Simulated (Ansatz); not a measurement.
Reaction (isomerisation): `N=C1OC1([SiH3])Cl` → `C[SiH](Cl)N=C=O`

Calculated with Ansatz (gas phase, PBE0-D4/def2-TZVP geometries, no zero-point term in ΔE). CCSD(T)/CBS is the MP2 limit (def2-TZVPP, def2-QZVPP) plus CCSD(T) − MP2 in def2-TZVPP, frozen cores. Functionals use def2-TZVPP. One conformer a species, not always the lowest.

CCSD(T)/CBS gives -509.6 kJ/mol.

Task: Another level gave -517.4 kJ/mol. Which?
A. r2SCANh/def2-TZVPP
B. LDA (SPW92)/def2-TZVPP
C. BHLYP-D4/def2-TZVPP
D. B2PLYP/def2-TZVPP

Result: A. r2SCANh -517.4, LDA (SPW92) -472.8, B2PLYP -521.7, BHLYP-D4 -535.6 kJ/mol.

Task: What do rigid-rotor, harmonic-oscillator terms from PBE0-D4/def2-TZVP frequencies (298.15 K, 1 bar) make of the CCSD(T)/CBS value? (An estimate is asked.)

Result: Computed: ΔZPE = +14.1 kJ/mol, ΔH = -493.7 kJ/mol, ΔS = 28 J/(mol·K), ΔG = -502.1 kJ/mol. Modes under 50 cm⁻¹ make the entropy rough.

Largest T1 diagnostic among the species: 0.015.

In def2-TZVPP, CCSD(T) changes the Hartree–Fock value by +58.5 kJ/mol (the triples alone add +7.9 kJ/mol) and MP2 by +40.3 kJ/mol. From BLYP to BHLYP (50 % exact exchange), in def2-TZVPP and without D4, ΔE moves by −35.2 kJ/mol.

CCSD(T)/CBS has its own doubt, a few kJ/mol and more with outer-core shells, so smaller differences from it don't rank the levels.
